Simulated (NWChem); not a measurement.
Two isomers of C2H5BO3, each optimised at PBE0/def2-SVP with NWChem. Flexible species stand in one conformer each, which need not be the lowest. 

A: OCB1OCO1
B: CC1OB(O)O1

Question: Which is lower in energy, by how much, and how do their other properties compare?

Answer: B is lower by 51.0 kcal/mol in electronic energy; with zero-point energies, B − A = -50.7 kcal/mol.
```tsv
	A	B
highest occupied level (eV)	-7.58	-8.60
orbital gap (eV)	8.47	10.17
dipole (D)	2.18	1.71
highest harmonic frequency (cm⁻¹)	3885	3929
zero-point energy (kcal/mol)	52.4	52.7
```
